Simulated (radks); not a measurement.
The numbers below are computed, except where a source is named.
Species: Al II. Configuration: [Ne] 3s2.

Level of theory: Dirac Kohn-Sham, PBE, spin-unpolarised, spherical densities, point nucleus (a radial shooting solver on a logarithmic mesh with Libxc functionals).

Energy parts (Ry):
| part | energy |
|---|---|
| total | -484.94637 |
| kinetic | 486.04014 |
| electron-nucleus | -1152.96173 |
| Hartree | 218.47027 |
| exchange-correlation | -36.49505 |

Orbitals (lengths in bohr, moments of r in powers of bohr):
| orbital | occ. | eigenvalue (Ry) | <r^4> |
|---|---|---|---|
| 1s1/2 | 2 | -111.6837 | 0.0009828 |
| 2s1/2 | 2 | -8.56215 | 0.4150 |
| 2p1/2 | 2 | -5.75330 | 0.4859 |
| 2p3/2 | 4 | -5.72082 | 0.4926 |
| 3s1/2 | 2 | -1.08852 | 69.84 |

The highest occupied level is 3s1/2 at -14.810 eV. For comparison, the ionisation energy in NIST's Atomic Spectra Database is 18.829 eV (measured). In exact Kohn-Sham theory the highest level is minus the ionisation energy, but local and semilocal functionals leave it too shallow, through self-interaction and a potential that decays too fast; potentials with the right tail come closer. The density falls to 0.001 e/bohr^3 at r = 3.89 bohr. Summed over all electrons, <r^2> = 16.79 bohr^2, which gives a Langevin (diamagnetic) susceptibility term of -13.3 x 10^-6 cm^3/mol.
